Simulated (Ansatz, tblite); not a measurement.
Forces on Ir(PH3)2H5 (P2IrH11) at its PBE-D4/def2-SVP geometry. The state is a singlet with charge 0.

In the def2 sets Ir takes a core potential; there is no spin–orbit coupling. The xTB rows come from tblite.

GFN1-xTB (tblite), largest force 1.25 eV/Å:

```xyz
14
positions Å, forces eV/Å
Ir    0.000   -0.001   -0.001    0.001   -0.002    0.002
P    -2.103   -0.911   -0.128   -1.105   -0.477   -0.068
H    -2.779   -0.934   -1.388    0.338   -0.061    0.963
H    -3.156   -0.346    0.657    0.629   -0.516   -0.619
H    -2.296   -2.281    0.230   -0.033    0.981   -0.288
P     2.103    0.911    0.129    1.104    0.480    0.067
H     2.749    1.001    1.402   -0.316    0.011   -0.972
H     2.306    2.261   -0.296    0.029   -0.963    0.340
H     3.175    0.306   -0.599   -0.645    0.547    0.574
H     0.448   -0.889   -1.320   -0.345    0.669    0.994
H     0.614   -1.439    0.534   -0.455    1.090   -0.401
H    -0.112   -0.021    1.647    0.078    0.012   -1.245
H    -0.645    1.441    0.484    0.491   -1.088   -0.367
H    -0.302    0.902   -1.351    0.230   -0.681    1.021
```

GFN2-xTB (tblite), largest force 1.12 eV/Å:

```
Ir 0.000 -0.001 0.000
P -0.053 -0.018 -0.005
H 0.129 -0.120 0.799
H 0.374 -0.501 -0.528
H -0.184 0.755 -0.251
P 0.050 0.026 0.000
H -0.109 0.075 -0.806
H 0.179 -0.742 0.296
H -0.386 0.526 0.492
H -0.335 0.586 0.887
H -0.371 0.990 -0.356
H 0.040 -0.003 -1.116
H 0.452 -0.965 -0.326
H 0.215 -0.607 0.915
```

CAM-B3LYP-D4/def2-TZVP (Ansatz), largest force 0.61 eV/Å:

```
Ir 0.000 -0.001 0.001
P -0.560 -0.242 -0.034
H 0.293 0.024 0.486
H 0.438 -0.203 -0.300
H 0.109 0.542 -0.136
P 0.560 0.243 0.034
H -0.282 -0.049 -0.492
H -0.110 -0.533 0.161
H -0.446 0.218 0.277
H -0.093 0.189 0.279
H -0.132 0.303 -0.112
H 0.025 0.005 -0.348
H 0.136 -0.306 -0.103
H 0.063 -0.191 0.286
```
